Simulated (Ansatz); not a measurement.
Basis-set extrapolation for C6H12O2, SMILES `CC(=O)OC(C)(C)C` (PBE0-D4/def2-TZVP geometry, frozen core, Ansatz). Multiplicity 1, RHF reference.

```json
{"": "HF", "def2-TZVPP": "-384.100087", "def2-QZVPP": "-384.117705"}
{"": "MP2 correlation", "def2-TZVPP": "-1.496141", "def2-QZVPP": "-1.598350"}
{"": "CCSD(T) correlation", "def2-TZVPP": "-1.616854", "def2-QZVPP": "not run"}
```

Energies in hartree. Use E(X) = E(∞) + A·exp(−7.88·√X) for Hartree–Fock and E(X) = E(∞) + B·X^(−2.97) for correlation, with X = 3 and 4, and add CCSD(T) minus MP2 of the smaller set to the MP2 limit.

Question: What is the CCSD(T) energy at the basis-set limit?

Answer: HF limit: -384.117705 + (-0.017618) × 0.13774 = -384.12013. MP2 limit: -1.598350 + (-0.102209) × 0.74074 = -1.67406. Higher-order term: -1.616854 − (-1.496141) = -0.12071. Total: -385.91490 hartree, 124.2 kcal/mol below CCSD(T)/def2-TZVPP.
